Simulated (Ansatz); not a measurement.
Program: Ansatz. Geometries: PBE0-D4/def2-TZVP. ΔE: electronic, gas phase. CCSD(T)/CBS adds triple-zeta CCSD(T) − MP2 to the extrapolated MP2 energy (def2 sets, frozen cores). This one scheme is used for every species. DFT in def2-TZVPP. B3LYP here is the variant with VWN-RPA as its local correlation; programs differ in this. Triplets are unrestricted, without spin–orbit coupling. One conformer a species, not always the lowest.

Reaction (formal loss of a carbene): `FC[SiH]([SiH3])[SiH3]` → `[CH2]` (triplet) + `F[SiH]([SiH3])[SiH3]`

| level | ΔE (eV) | difference from CCSD(T)/CBS |
| --- | --- | --- |
| PBE-D4 | 2.81 | 0.25 |
| r2SCAN-D4 | 2.39 | -0.17 |
| PBE0-D4 | 2.66 | 0.10 |
| B3LYP-D4 | 2.56 | 0.00 |
| ωB97X-V | 2.75 | 0.19 |
| ωB97M-V | 2.65 | 0.09 |
| B2PLYP | 2.47 | -0.09 |
| PBE | 2.73 | 0.17 |
| r2SCAN | 2.37 | -0.19 |
| PBE0 | 2.59 | 0.03 |
| B3LYP | 2.43 | -0.13 |
| HF/def2-TZVPP | 0.98 | -1.58 |
| MP2/def2-TZVPP | 2.53 | -0.03 |
| SCS-MP2/def2-TZVPP | 2.55 | -0.01 |
| CCSD/def2-TZVPP | 2.34 | -0.22 |
| CCSD(T)/def2-TZVPP | 2.48 | -0.08 |
| HF/def2-QZVPP | 0.95 | -1.61 |
| MP2/def2-QZVPP | 2.56 | 0.00 |
| SCS-MP2/def2-QZVPP | 2.60 | 0.04 |
| HF/CBS(def2) | 0.95 | -1.61 |
| MP2/CBS(def2) | 2.60 | 0.04 |
| CCSD/CBS(def2) | 2.42 | -0.14 |
| CCSD(T)/CBS | 2.56 | 0 |

Largest T1 diagnostic among the species: 0.013.

From PBE to PBE0 (25 % exact exchange), in def2-TZVPP and without D4, ΔE moves by −0.14 eV. The D4 term adds +0.13 eV with B3LYP and +0.07 eV with PBE0; it sums over pairs of atoms, weighted by their polarisabilities, and B3LYP, whose exchange is more repulsive, gets the larger term. In def2-TZVPP, CCSD(T) changes the Hartree–Fock value by +1.51 eV (the triples alone add +0.14 eV) and MP2 by +1.55 eV.
